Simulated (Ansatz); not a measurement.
Reactions of `C=C(N)[O][GeH3]`.

Isolated molecules relaxed with PBE0-D4/def2-TZVP in Ansatz; ΔE leaves out vibrations. CBS: MP2 limit from def2 TZ/QZ plus the TZ coupled-cluster correction, frozen cores. This one scheme is used for every species. DFT in def2-TZVPP. For Ge outer-core shells are correlated without core-valence functions, which leaves a few kJ/mol of doubt a bond. Scalar relativity is left out up to krypton. Each species was taken in one conformer, which may not be the lowest.

| reaction | CCSD(T)/CBS(def2) (kJ/mol) |
| --- | --- |
| `C=C(N)[O][GeH3]` + `BF` → `C=C(N)BF` + `[OH][GeH3]` | -74 |
| `C=C(N)[O][GeH3]` + `N[SiH3]` → `[SiH3][NH][GeH3]` + `C=C(N)O` | ? |
| `C=C(N)[O][GeH3]` + `OC(O)O` → `OC(O)[O][GeH3]` + `C=C(N)O` | -4 |
| `C=C(N)[O][GeH3]` + HCl → `C=C(N)Cl` + `[OH][GeH3]` | 13 |
| `C=C(N)[O][GeH3]` + `CO[SiH2]S` → `CO[SiH2][S][GeH3]` + `C=C(N)O` | -32 |
| `C=C(N)[O][GeH3]` + `B1O[SiH2]1` → `[GeH3][B]1O[SiH2]1` + `C=C(N)O` | ? |

Question: Fill in the missing values. (An estimate is asked.)

Answer: Ansatz gave: `C=C(N)[O][GeH3]` + `N[SiH3]` → `[SiH3][NH][GeH3]` + `C=C(N)O`: +13.0 kJ/mol; `C=C(N)[O][GeH3]` + `B1O[SiH2]1` → `[GeH3][B]1O[SiH2]1` + `C=C(N)O`: +16.4 kJ/mol.

Largest T1 diagnostic: 0.017, for `B1O[SiH2]1`.
